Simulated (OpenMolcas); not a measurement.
## Fe2+ in CaO: curves along the breathing mode

Fe2+ with its 6 nearest oxide ions, on the Ca site of CaO (a = 4.8105 Å, distance in the model lattice 2.405 Å). The rest of the host is ab initio model potentials to 7.6 Å, with orthogonalisation functions on the cations behind the ligands, and point charges beyond; the distance is set by hand and nothing relaxes. Ligand basis ANO-RCC-VDZP.

```
Program             : OpenMolcas
Method              : SS-CASPT2, IPEA 0.25 Eh, imaginary shift 0.1 Eh (closed shells correlated: 3s 3p and the ligand valence shells)
Basis               : ANO-RCC-VDZP [5s4p2d1f]
Scalar Hamiltonian  : DKH2, point nucleus
Active space        : 6 electrons in 5 orbitals (3d)
State averaging     : 2S+1 = 5 even, 5 roots; 2S+1 = 3 even, 45 roots; 2S+1 = 1 even, 50 roots
Spin-orbit coupling : RASSI with atomic mean-field integrals over the reference wave functions
```

Spin-free energies (labels of O, the rotations of Oh) in cm-1 above the lowest fitted minimum, as all ligands move together:

| R (Å) | 5T2 | 5E | 3T2 | 1A1 | 3T1(2) | 3T2(2) | 1T1 |
| --- | --- | --- | --- | --- | --- | --- | --- |
| 2.098 | 9100 | 21050 | 23230 | 20710 | 28980 | 30040 | 28710 |
| 2.147 | 4230 | 15290 | 18920 | 17380 | 24130 | 25220 | 24640 |
| 2.196 | 1290 | 11550 | 16420 | 15730 | 21190 | 22280 | 22370 |
| 2.246 | 60 | 9620 | 15570 | 15590 | 19940 | 21060 | 21690 |
| 2.295 | 470 | 9410 | 16240 | 16870 | 20340 | 21440 | 22550 |
| 2.345 | 2420 | 10820 | 18450 | 19540 | 22270 | 23310 | 24850 |
| 2.394 | 5810 | 13730 | 22000 | 23450 | 25600 | 26590 | 28480 |

Cubic fits give the following; the wavenumber is harmonic, with the mass of all moving ligands, small differences in it between states hang on the degree of the fit, a number in brackets counts states of one label, and the table is a selection of at most 14 states with clean curves.

| State | R0 (Å) | Breathing mode (cm-1) | Minimum (cm-1) |
| --- | --- | --- | --- |
| 5T2 | 2.257 | 483 | 0 |
| 5E | 2.276 | 488 | 9290 |
| 3T2 | 2.248 | 475 | 15550 |
| 1A1 | 2.226 | 463 | 15450 |
| 3T1(2) | 2.258 | 481 | 19890 |
| 3T2(2) | 2.258 | 478 | 20990 |
| 1T1 | 2.242 | 472 | 21680 |
| 3T1(3) | 2.262 | 479 | 21940 |
| 3E | 2.259 | 481 | 22560 |
| 3T2(3) | 2.263 | 480 | 25860 |
| 3A2 | 2.268 | 485 | 26140 |
| 1T2 | 2.253 | 474 | 26590 |
| 1E | 2.259 | 479 | 29030 |
| 1A1(2) | 2.258 | 479 | 29140 |

The minimum of 5E is shifted by +0.0187 Å against 5T2 (from the unrounded fits). With M = 96.0 u for the moving shell, the Huang-Rhys factor in this mode is S = M ω ΔR² / 2ħ = 0.01483 × 96.0 × 483 × 0.0187² = 0.24. Only the first shell moves, against a rigid host.

Roots that are degenerate in the reference are averaged as groups; the widest CASPT2 spread within a group is 530 cm-1 (the 2-fold group of multiplicity 1 near 74400 cm-1 above the lowest state of its run, R = 2.345). Shifts and gaps below about the spread of the groups concerned are not significant. Over all roots computed the reference weight is 0.69 to 0.71 in R = 2.098, 0.69 to 0.71 in R = 2.147, 0.69 to 0.71 in R = 2.196, 0.69 to 0.71 in R = 2.246, 0.68 to 0.71 in R = 2.295, 0.68 to 0.71 in R = 2.345, 0.68 to 0.71 in R = 2.394; a low but even weight reflects the number of correlated electrons. An orbital triplet at a regular site is open to Jahn-Teller coupling, which can distort the site and quench the lowest spin-orbit gaps and is left out. A single d shell leaves out the double-shell effect, which counts most for late 3d ions, where the CASPT2 field can be off either way by tens of per cent. Ligand-to-metal charge-transfer states are missing. These CASPT2 states fit no ligand-field parameters well, so their order and spin gaps are uncertain. For late 3d ions with one d shell CASPT2 can put B and the spin-flip bands somewhat low as well as high. With one d shell and no ligand orbital active, 10Dq can be off by tens of per cent for divalent 3d ions, low with halides held by bare charges and at times high in hosts. Free-ion shares, where given, are those of the reference states; single-state CASPT2 does not remix them. No measured value stands beside these numbers.
